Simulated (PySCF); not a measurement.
Ruthenium: a sound run and one with changed settings

Sound run: Ru [Kr] 4d7 5s1, Ru⁺ [Kr] 4d7. Computed with PySCF 2.14 in cc-pVTZ-PP with ECP28MDF, with a scalar-relativistic core potential. In the sound run the correlated levels freeze 4s2 4p6 outside the core potential. The sound run starts from symmetry-adapted Hartree-Fock orbitals and uses a fine grid where one is needed.

Changed run: initial guess minao, at most 50 SCF cycles, level shift 0.1 hartree.

```csv
species,method,sound run (hartree),changed run (hartree),converged
Ru,UHF,-93.81563,-93.81563,yes
Ru,M06-2X,-94.39083,-94.37378,yes
Ru,PBE0,-94.48313,-94.45382,yes
Ru,MP2,-94.00205,-93.99137,yes
Ru⁺,UHF,-93.58444,-93.58444,yes
Ru⁺,M06-2X,-94.12598,-94.10787,yes
Ru⁺,PBE0,-94.20686,-94.17744,yes
Ru⁺,MP2,-93.74113,-93.73338,yes
```

Ionisation energy of Ru:

| method | sound run (eV) | changed run (eV) |
| --- | --- | --- |
| UHF | 6.291 | 6.291 |
| M06-2X | 7.207 | 7.236 |
| PBE0 | 7.518 | 7.521 |
| MP2 | 7.100 | 7.020 |
| SCS-MP2 | 6.843 | 6.785 |

The plain start fixes occupations by D2h representation alone, and Ru at M06-2X, Ru at PBE0, Ru⁺ at M06-2X, Ru⁺ at PBE0 landed in another state (other ⟨L²⟩ or ⟨S²⟩). A level shift leaves the converged SCF energy unchanged but raises the virtual orbital energies, which shrinks MP2 if it is not removed.

For comparison, NIST gives 7.361 eV between the lowest levels.
